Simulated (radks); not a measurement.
Results of a calculation; reference values are marked as such.
Fractional charge and spin in the 6s shell of tantalum: the spin-up occupation runs from 0 to 1 and the spin-down occupation from 0 to 1; the fullest corner is Ta, [Xe] 4f14 5d(up 1.5, down 1.5) 6s(up 1, down 1). Level of theory: scalar-relativistic Kohn-Sham, PBE, spin-polarised, spherical densities, finite nucleus; Fermi nuclear charge, rms radius of each element as measured or else 0.836 A^(1/3) + 0.57 fm (a radial shooting solver on a logarithmic mesh with Libxc functionals). Energy (eV) minus the two flat planes that join the four corners (they meet along the diagonal where the two added fractions sum to one electron); zero is where a piecewise linear energy would lie.

| down \ up | 0 | 0.25 | 0.5 | 0.75 | 1 |
|---|---|---|---|---|---|
| 0 | 0.000 | -0.606 | -0.804 | -0.600 | 0.000 |
| 0.25 | -0.606 | -0.749 | -0.494 | 0.153 | -0.542 |
| 0.5 | -0.804 | -0.494 | 0.204 | -0.444 | -0.717 |
| 0.75 | -0.600 | 0.153 | -0.444 | -0.670 | -0.534 |
| 1 | 0.000 | -0.542 | -0.717 | -0.534 | 0.000 |

Corners above the fullest one (they belong to Ta+ and the next ion): (up 1, down 0) 8.261 eV, (up 0, down 1) 8.261 eV, (up 0, down 0) 23.434 eV. With half an added electron in each spin the energy lies 0.204 eV from the planes, and with half an added electron in spin up alone -0.804 eV. The planes are only a guide here: the flat-plane condition holds for ground states with one frontier orbital, while this shell lies below other occupied shells, so the corners above the fullest one are inner-hole states and not the ground states of those ions.
